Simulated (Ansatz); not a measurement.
Calculated with Ansatz (gas phase, PBE0-D4/def2-TZVP geometries, no zero-point term in ΔE). CCSD(T)/CBS adds triple-zeta CCSD(T) − MP2 to the extrapolated MP2 energy (def2 sets, frozen cores). This one scheme is used for every species. Functionals use def2-TZVPP. For Ge outer-core shells are correlated without core-valence functions, which leaves a few kJ/mol of doubt a bond. Scalar relativity is left out up to krypton. One conformer a species, not always the lowest.

Reaction (substitution at a C–Ge bond): `O=[C]([SiH3])[GeH2][F]` + `OCO` → `O=C([SiH3])OCO` + `[F][GeH3]`

| level | ΔE (kJ/mol) |
| --- | --- |
| ωB97M-V | -69.8 |
| MP2/def2-TZVPP | -69.7 |

(1) What does CCSD(T)/CBS give? (An estimate is asked.)

Largest T1 diagnostic among the species: 0.015.

## Answers

(1) The calculation gave: -63.0 kJ/mol. The listed levels differ from it by -6.8, -6.7 kJ/mol.

From PBE to PBE0 (25 % exact exchange), in def2-TZVPP and without D4, ΔE moves by −4.4 kJ/mol. In def2-TZVPP, CCSD(T) changes the Hartree–Fock value by +9.6 kJ/mol (the triples alone add −1.8 kJ/mol) and MP2 by +7.2 kJ/mol.
